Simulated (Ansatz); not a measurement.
`C[NH][Al]([F])[Cl]` + NH₃ → `[NH2][Al]([F])[Cl]` + CH₃NH₂ at 700 K and 1 bar (ligand exchange at the Al–N bond).

Gas-phase electronic energies from Ansatz, PBE0-D4/def2-TZVP geometries. CCSD(T)/CBS adds triple-zeta CCSD(T) − MP2 to the extrapolated MP2 energy (def2 sets, frozen cores). This one scheme is used for every species. One conformer a species, not always the lowest.

| species | CCSD(T)/CBS energy (Eh) | H − E (kJ/mol) | S (J/(mol·K)) |
| --- | --- | --- | --- |
| `C[NH][Al]([F])[Cl]` | -896.93383 | 226.0 | 456.1 |
| NH₃ | -56.50880 | 116.9 | 226.5 |
| `[NH2][Al]([F])[Cl]` | -857.68991 | 135.0 | 397.7 |
| CH₃NH₂ | -95.75281 | 207.6 | 296.6 |

H − E and S are ideal-gas, rigid-rotor, harmonic terms from PBE0-D4/def2-TZVP, for one conformer and one mirror image of each species. 1 Eh = 2625.50 kJ/mol, R = 8.31446 J/(mol·K).

**Question.** By hand: ΔE, ΔH, ΔS and ΔG.

**Answer.** ΔE = (-857.68991) + (-95.75281) − (-896.93383) − (-56.50880) = -0.00009 Eh = -0.2 kJ/mol. Δ(H − E) = 135.0 + 207.6 − 226.0 − 116.9 = -0.3, so ΔH = -0.5 kJ/mol. ΔS = 397.7 + 296.6 − 456.1 − 226.5 = 11.7 J/(mol·K). ΔG = -0.5 − 700 × (11.7)/1000 = -8.7 kJ/mol.

**Question.** By hand: the equilibrium constant, and the temperature at which ΔG would vanish if ΔH and ΔS stayed fixed.

**Answer.** log₁₀ K = −ΔG/(RT ln 10) = 0.6. ΔH and −TΔS have one sign here, so there is no such temperature.

TΔS isn't small against ΔH here. A doubt of 5 kJ/mol in ΔE shifts log₁₀ K by 0.4 here. Other conformers and mirror images would add mixing entropy, several J/(mol·K) or more a flexible species. These are equilibria of isolated gas molecules and say nothing of rates. Largest T1 diagnostic: 0.011 (customary marks: 0.02 for closed shells, 0.045 for open ones).

ΔS is within the doubt of such terms, so its sign, and with it that verdict, could turn.
